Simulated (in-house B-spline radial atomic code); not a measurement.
Inner levels of ruthenium as electrons are removed. A shift is the extra binding of the orbital against the neutral atom ([Kr] 4d7 5s1). Computed with a radial B-spline atomic code at the basis-set limit: non-relativistic Hartree-Fock, average of the configuration, point nuclei.

This level leaves out relativity, spin-orbit splitting included, which matters for heavy ions.

```csv
ion,configuration,shift of 1s (eV),shift of 2s (eV),shift of 3p (eV),radius of 1s (bohr),radius of 2s (bohr),radius of 3p (bohr),Σ<r²> (bohr²),change of density at nucleus (bohr⁻³)
Ru,[Kr] 4d7 5s1,0,0,0,0.034624,0.1506,0.40618,55.386,-
Ru+,[Kr] 4d7,7.1329,7.066,7.0901,0.034624,0.1506,0.40618,36.841,-4.7411
Ru2+,[Kr] 4d6,20.558,20.627,20.612,0.034624,0.1506,0.40615,30.849,-2.9169
Ru3+,[Kr] 4d5,36.073,36.314,36.16,0.034624,0.1506,0.40607,26.399,-0.116
Ru4+,[Kr] 4d4,53.402,53.841,53.428,0.034624,0.1506,0.40594,22.833,3.6012
Ru5+,[Kr] 4d3,72.382,73.036,72.228,0.034624,0.15059,0.40576,19.849,8.1805
Ru6+,[Kr] 4d2,92.907,93.785,92.435,0.034624,0.15059,0.40552,17.281,13.576
Ru7+,[Kr] 4d1,?,?,?,?,?,?,?,?
Ru8+,[Ar] 3d10 4s2 4p6,138.33,139.66,136.73,0.034625,0.15057,0.40485,13.029,26.697
Ru9+,[Ar] 3d10 4s2 4p5,166.43,166.78,162.46,0.034624,0.15056,0.40502,11.507,36.871
Ru10+,[Ar] 3d10 4s2 4p4,195.66,194.91,189.03,0.034624,0.15054,0.40461,10.09,47.616
Ru11+,[Ar] 3d10 4s2 4p3,226.01,224.03,216.42,0.034623,0.15052,0.40414,8.7638,58.935
Ru12+,[Ar] 3d10 4s2 4p2,257.46,254.13,244.61,0.034623,0.15049,0.40363,7.5203,70.829
Ru13+,[Ar] 3d10 4s2 4p1,?,?,?,?,?,?,?,?
Ru14+,[Ar] 3d10 4s2,323.62,317.16,303.31,0.034621,0.15044,0.40246,5.2492,96.339
Ru15+,[Ar] 3d10 4s1,358.3,350.09,334.46,0.034621,0.15044,0.40171,4.2617,-12.219
Ru16+,[Ar] 3d10,393.94,383.84,366.29,0.034621,0.15044,0.40092,3.3234,-128.82
Ru17+,[Ar] 3d9,?,?,?,?,?,?,?,?
Ru18+,[Ar] 3d8,533.26,521.96,474.5,0.034622,0.15023,0.39234,2.8331,-74.866
Ru19+,[Ar] 3d7,606.54,594.31,530.58,0.034623,0.1501,0.38813,2.6113,-45.756
Ru20+,[Ar] 3d6,682.22,668.81,587.95,0.034624,0.14997,0.38397,2.4032,-15.224
Ru21+,[Ar] 3d5,760.3,745.44,646.6,0.034625,0.14982,0.37987,2.2077,16.73
Ru22+,[Ar] 3d4,840.76,824.17,706.51,0.034625,0.14967,0.37583,2.0236,50.105
Ru23+,[Ar] 3d3,923.59,904.98,767.69,0.034626,0.1495,0.37185,1.85,84.904
```

Q: Fill in the row of Ru7+.

A: shift of 1s (eV): 114.91; shift of 2s (eV): 116.01; shift of 3p (eV): 113.96; radius of 1s (bohr): 0.034625; radius of 2s (bohr): 0.15058; radius of 3p (bohr): 0.40522; Σ<r²> (bohr²): 15.03; change of density at nucleus (bohr⁻³): 19.757.

Q: Fill in the row of Ru13+.

A: shift of 1s (eV): 290; shift of 2s (eV): 285.17; shift of 3p (eV): 273.58; radius of 1s (bohr): 0.034622; radius of 2s (bohr): 0.15047; radius of 3p (bohr): 0.40307; Σ<r²> (bohr²): 6.351; change of density at nucleus (bohr⁻³): 83.296.

Q: Fill in the row of Ru17+.

A: shift of 1s (eV): 462.39; shift of 2s (eV): 451.8; shift of 3p (eV): 419.73; radius of 1s (bohr): 0.034621; radius of 2s (bohr): 0.15034; radius of 3p (bohr): 0.3966; Σ<r²> (bohr²): 3.0699; change of density at nucleus (bohr⁻³): -102.55.
